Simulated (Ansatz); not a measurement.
Ideal-gas functions of B₂FH₅Sn (`[BH2][SnH2][BH]F`) at 400 K and 1 bar, from an Ansatz frequency run at PBE0-D4/def2-TZVP.

Molar mass 164.37 g/mol, point group C1 (symmetry number 1), electronic degeneracy 1, moments of inertia 68.888, 238.942, 278.702 u Å². Harmonic wavenumbers (cm⁻¹, unscaled): 35, 99, 112, 201, 331, 417, 454, 523, 549, 666, 717, 753, 881, 1095, 1149, 1302, 1915, 1919, 2580, 2593, 2693.

Use S(trans) = R[1.5 ln M + 2.5 ln T − 1.1517]; rotational temperatures θ = 24.2544 K / I; S(rot) = R[ln(√π/σ · √(T³/θAθBθC)) + 1.5]; for each mode x = 1.438777 ν̃/T, S = R[x/(eˣ − 1) − ln(1 − e⁻ˣ)] and H = RT x/(eˣ − 1); 1 cm⁻¹ = 0.0119627 kJ/mol; R = 8.31446 J/(mol·K).

Task: By hand: the entropy, in J/(mol·K).

Result: Translation 178.6. Rotation: θ = 0.3521, 0.1015, 0.087 K, giving 116.0. Vibration, mode by mode: 25.55, 16.94, 15.93, 11.19, 7.34, 5.68, 5.10, 4.19, 3.89, 2.79, 2.42, 2.18, 1.51, 0.81, 0.69, 0.44, 0.07, 0.07, 0.01, 0.01, 0.01, in all 106.8. Electronic 0.0. Sum 401.4 J/(mol·K).

Task: By hand: H − E and G − E in kJ/mol, counted from the electronic energy.

Result: Zero-point energy ½ × 20984 × 0.0119627 = 125.5; thermal vibration 20.8; translation, rotation and pV give 4 RT = 13.3. H − E = 159.6 kJ/mol, and G − E = 159.6 − 400 × 401.4/1000 = -1.0 kJ/mol.

Vibration gives 27 % of the entropy, 58.4 J/(mol·K) of it from the modes under 150 cm⁻¹: soft modes count most, and the harmonic formula is weakest for them. The sum counts one conformer and one mirror image; others add a mixing term.
